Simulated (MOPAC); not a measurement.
MOPAC input (PM3):

```
PM3 1SCF GEO-OK AUX(PRECISION=9) THREADS=1
CdS

Cd   -0.00000000 1   -0.00000000 1   -0.56714241 1
S     0.00000000 1    0.00000000 1    1.70142723 1
```

From the last part of the output:

```
                                                       MOPAC v23.2.5 Linux

          FINAL HEAT OF FORMATION =         57.92563 KCAL/MOL =     242.36084 KJ/MOL

          COSMO AREA              =         79.01 SQUARE ANGSTROMS
          COSMO VOLUME            =         61.37 CUBIC ANGSTROMS

          IONIZATION POTENTIAL    =          7.524131 EV
          HOMO LUMO ENERGIES (EV) =         -7.524 -0.701
          NO. OF FILLED LEVELS    =          4
          MOLECULAR WEIGHT        =        144.4700         POINT GROUP:  C*v

          MOLECULAR DIMENSIONS (Angstroms)

            Atom       Atom       Distance
            S     2   Cd     1     2.26857
            S     2   Cd     1     0.00000
           Cd     1    S     2     0.00000

          SCF CALCULATIONS        =          1

   ATOM   CHEMICAL          X               Y               Z
  NUMBER   SYMBOL      (ANGSTROMS)     (ANGSTROMS)     (ANGSTROMS)

     1      Cd         -0.00000000  *  -0.00000000  *  -0.56714241  *
     2       S          0.00000000  *   0.00000000  *   1.70142723  *

                             CARTESIAN COORDINATES

   1   Cd       -0.000000000    -0.000000000    -0.567142410
   2    S        0.000000000     0.000000000     1.701427230

           Empirical Formula: Cd S  =     2 atoms

      MOLECULAR POINT GROUP   :   C*v

                  EIGENVALUES
 -23.52331 -10.39666  -7.52413  -7.52413  -0.70115  20.67281  20.67281  20.79558

              NET ATOMIC CHARGES AND DIPOLE CONTRIBUTIONS

  ATOM NO.   TYPE          CHARGE      No. of ELECS.   s-Pop       p-Pop
    1         Cd           0.907996        1.0920     1.07761     0.01439
    2          S          -0.907996        6.9080     1.98481     4.92319
 DIPOLE           X         Y         Z       TOTAL
 POINT-CHG.     0.000     0.000    -9.894     9.894
 HYBRID        -0.000    -0.000    -1.210     1.210
 SUM           -0.000    -0.000   -11.104    11.104

          ATOMIC ORBITAL ELECTRON POPULATIONS

     Atom    s        px        py        pz
    1 Cd   1.07761   0.00272   0.00272   0.00896
    2  S   1.98481   1.99728   1.99728   0.92862

 **********************
 *                    *
 * JOB ENDED NORMALLY *
 *                    *
 **********************

 == MOPAC DONE ==
```
